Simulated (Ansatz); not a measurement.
`C[O][Al]([F])[Br]`, charge 0, multiplicity 1.

(1) Give a relaxed structure at PBE0-D4/def2-TZVP (Ansatz 0.2.0). (An estimate is asked.)

Answers

(1) The calculation gave: 
Z-matrix (Å, degrees):
```
C
O 1 1.402
H 1 1.094 2 109.7
H 1 1.096 2 112.4 3 -120.6
H 1 1.094 2 109.7 3 118.7
Al 2 1.663 1 136.3 3 120.4
Br 6 2.233 2 121.9 1 0.0
F 6 1.635 2 119.1 1 -180.0
```
Point group Cs.
